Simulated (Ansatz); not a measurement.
Ligand exchange: C2H5F + KSH → C2H6S + KF

Species: C2H5F `CCF`, singlet; KSH `[SH][K]`, singlet; C2H6S (ethanethiol) `CCS`, singlet; KF, singlet. The partners trade F for SH: C–F and K–SH bonds give way to C–SH and K–F.

Shapes, held fixed at every level: PBE0-D4/def2-TZVP. Flexible molecules stand in one conformer, not always the lowest. Programs: Ansatz 0.2.0. The zero-point and thermal change to 298 K, harmonic and unscaled (PBE0-D4/def2-TZVP), is +0.6 kJ/mol.

| level | kind | ΔH(298 K) (kJ/mol) | less CCSD(T)/def2-TZVPP | CPU time (sum over the molecules) |
| --- | --- | --- | --- | --- |
| HF/def2-TZVPP | Hartree–Fock | +0.1 | +27.2 | – |
| PBE-D4/def2-TZVPP | GGA | -40.2 | -13.1 | 14 s |
| r2SCAN-D4/def2-TZVPP | meta-GGA | -33.1 | -6.0 | 28 s |
| BHLYP-D4/def2-TZVPP | global hybrid | -25.6 | +1.5 | 14 s |
| wB97M-V/def2-TZVPP | range-separated hybrid | -31.1 | -4.0 | 44 s |
| B2PLYP/def2-TZVPP | double hybrid | -33.1 | -6.0 | 20 s |
| CCSD(T)/def2-SVP | coupled cluster or CI | -22.2 | +4.9 | 8.3 s |
| CCSD(T)/def2-TZVPP | coupled cluster or CI | -27.1 | 0.0 | 83 s |

The highest level, CCSD(T)/def2-TZVPP, gives ΔH(298 K) = -27.1 kJ/mol; the levels span -40.2 to +0.1. They disagree on the sign: 1 of 8 are positive. The column of differences is taken from that level and isn't an error. No measured value is set beside it here. Correlated rows may include outer-core shells of K, which these sets cover unevenly. Times are processor times on shared x86 and Arm servers, and rough.
